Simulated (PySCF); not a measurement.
**Re²⁺: excitation energy**

Re²⁺ [Xe] 4f14 5d5 (6S) → Re²⁺ [Xe] 4f14 5d4 6s1, s spin flipped, as a difference of total energies. Calculation: PySCF 2.14, in aug-cc-pVDZ-PP with ECP60MDF (5s5p4d2f, 54 functions); scalar relativity through the core potential. Correlated levels: valence: 5s2 5p6 frozen. The calculations carry no spin-orbit coupling.

```tsv
method	excitation energy (eV)
UHF	5.014
LDA	4.083
PBE	4.392
PBE0	4.584
r2SCAN	4.976
wB97X	3.599
B97-3	3.858
wB97X-V	3.936
revPBE	4.480
MP2 (valence)	4.641
SCS-MP2 (valence)	4.157
```

Task: How much does correlation contribute at MP2 (valence)?

Result: 4.641 − (5.014) = -0.373 eV, measured against UHF.

The upper determinant mixes two multiplicities, so it lies between the two terms.
